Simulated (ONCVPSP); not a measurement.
# Al (Z = 13): excitation energies, all-electron against ONCV

| Property | Result |
| --- | --- |
| Element | Al (Z = 13) |
| Generator | ONCVPSP 4.0.1 |
| Type | optimised norm-conserving Vanderbilt (ONCV) |
| Functional | PBE |
| Relativity | scalar-relativistic |
| Frozen core | [Ne] |
| Valence charge | 3 |
| Reference configuration | 3s2 3p0.5 (charge +0.5) |
| Partial waves | 3s: rc 2.05 bohr, ncon 4, nbas 8, qcut 4 1/bohr, 2 projectors, debl 0.8 Ha; 3p: rc 2.50 bohr, ncon 5, nbas 9, qcut 2.9 1/bohr, 2 projectors, debl 1.2 Ha; d scattering state at 0.35 Ha: rc 2.35 bohr, ncon 4, nbas 7, qcut 4.2 1/bohr, 2 projectors, debl 2.8 Ha |
| Local potential | polynomial inside 1.85 bohr (lpopt 5, dvloc0 4 Ha) |
| Core correction | none |

Energies are relative to the spin-unpolarised reference configuration 3s2 3p0.5; without spin polarisation the order of configurations can differ from experiment.

(1) Give the all-electron excitation energy and the error of the potential for: 3s2 3p1; 3s2 3p0; 3s1 3p0; 3s1 3p2.

Answers

(1)

| valence configuration | charge | ΔE all-electron (eV) | error AE − PS (meV) |
| --- | --- | --- | --- |
| 3s2 3p1 | 0 | -2.086 | -0.6 |
| 3s2 3p0 | +1 | 3.676 | -1.5 |
| 3s1 3p0 | +2 | 22.901 | +22 |
| 3s1 3p2 | 0 | 3.054 | +5.2 |
